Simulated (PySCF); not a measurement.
**Static response to an electric field**

Compound: C₇H₉OPSi.
Atom-mapped SMILES: `[CH3:1][c:2]1[p:3][cH:4][cH:5][c:6]([CH:7]=[O:8])[c:9]1[SiH3:10]` (hydrogens: H11, H12, H13 on C1; H14 on C4; H15 on C5; H16 on C7; H17, H18, H19 on Si10)

Cartesian coordinates in Å at the PBE0-D3(BJ)/def2-SVP level; atoms count from 1:
```xyz
19
C7H9OPSi angstrom
C      2.4691   -0.5351    0.2804
C      0.9984   -0.8202    0.0936
P      0.6120   -2.5298    0.1282
C     -1.1023   -2.5159   -0.1219
C     -1.8530   -1.3729   -0.3259
C     -1.3127   -0.0803   -0.3203
C     -2.2730    1.0151   -0.6153
O     -3.4565    0.8590   -0.7795
C      0.0533    0.2080   -0.0904
Si     0.6095    2.0356    0.0060
H      2.8647    0.1132   -0.5168
H      2.6687   -0.0343    1.2410
H      3.0515   -1.4682    0.2683
H     -1.6124   -3.4849   -0.1388
H     -2.9297   -1.4405   -0.5115
H     -1.8288    2.0384   -0.7000
H      1.9682    2.1372    0.6030
H     -0.3185    2.8216    0.8713
H      0.6422    2.6549   -1.3544
```

Level: CAM-B3LYP/def2-SVPD (PySCF), static field, nuclei fixed, core orbitals frozen in the response. The polarisability tensor in these axes (au):

```
x   161.78  -5.99  13.13
y    -5.99 168.16  -5.38
z    13.13  -5.38  88.10
```

Question: Diagonalise the tensor; give its mean and Δα, where Δα² is half the sum of the squared differences of the eigenvalues.

Answer: Principal values 85.61, 159.08 and 173.36 au; mean 139.35 au = 20.65 Å³ = 22.98 × 10⁻⁴⁰ C²·m²/J; Δα = 81.55 au (59 % of the mean).

Question: What is the dipole moment, and where does it point?

Answer: (2.63, -0.16, 0.43) D, 2.67 D in size, pointing from the negative to the positive side. Measured along this direction, the outermost atoms are O8 at the negative end and H13 at the positive end.

Question: Form Σ f/ω² (atomic units) for the 10 lowest TDDFT singlets, given as eV and f, and set it beside the mean polarisability, which is this sum over all singlets: 3.69, 0.0001; 4.26, 0.0801; 4.47, 0.0347; 4.55, 0.1214; 5.40, 0.0255; 5.43, 0.0091; 5.51, 0.2378; 6.02, 0.0051; 6.09, 0.4168; 6.46, 0.0054.

Answer: They add up to 24.08 au, 17.3 % of the 139.35 au; the largest single term is 8.31 au, from the state at 6.09 eV. Terms in order: 0.00, 3.27, 1.29, 4.35, 0.65, 0.23, 5.79, 0.11, 8.31, 0.10 au. Higher excitations give the rest. The strengths listed sum to 0.936.

Question: Refractivity n − 1 of an ideal gas of it at 500 K and 1 atm, from the electronic α?

Answer: N = p/kT = 1.4678 × 10¹⁹ cm⁻³, so n − 1 = 2π × N × 20.65 × 10⁻²⁴ cm³ = 1904 × 10⁻⁶ at long wavelengths, for an ideal gas.

Question: What depolarisation ratio follows for Rayleigh scattering of linearly polarised light, taking the static tensor?

Answer: ρ = 3Δα²/(45ᾱ² + 4Δα²) = 19952.4/(873818 + 26603.2) = 0.0222.

Question: Estimate the molar refractivity from the static electronic polarisability.

Answer: Lorentz–Lorenz: R = (4π/3)N_A α = 2.5225 cm³/(mol·Å³) × 20.65 Å³ = 52.1 cm³/mol, in the limit of long wavelengths.

Geometry: PBE0-D3(BJ)/def2-SVP, one conformer, isolated molecule.

These values come from a run that also computed excited states and ΔSCF ions. The run took 16 min of wall time on an Intel Xeon Platinum 8488C with one thread, shared host, and the process peaked at 1.4 GiB of memory.
